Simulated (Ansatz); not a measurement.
`FCOCS` + `OBO` → `OBOCF` + `OCS`  (substitution at a C–O bond)

Gas-phase electronic energies from Ansatz, PBE0-D4/def2-TZVP geometries. CCSD(T)/CBS adds triple-zeta CCSD(T) − MP2 to the extrapolated MP2 energy (def2 sets, frozen cores). This one scheme is used for every species. Functionals use def2-TZVPP. Each species was taken in one conformer, which may not be the lowest.

| level | ΔE (kcal/mol) |
| --- | --- |
| ωB97X-V | 4.9 |
| r2SCAN | 5.2 |
| MP2/def2-QZVPP | 5.2 |
| MP2/CBS(def2) | 5.2 |

Question: What does CCSD(T)/CBS give? (Estimate.)

Answer: The calculation gave: +4.9 kcal/mol. The listed levels differ from it by 0.0, 0.3, 0.3, 0.3 kcal/mol.

Largest T1 diagnostic among the species: 0.013.

In def2-TZVPP, CCSD(T) changes the Hartree–Fock value by +1.3 kcal/mol (the triples alone add +0.3 kcal/mol) and MP2 by +1.6 kcal/mol.
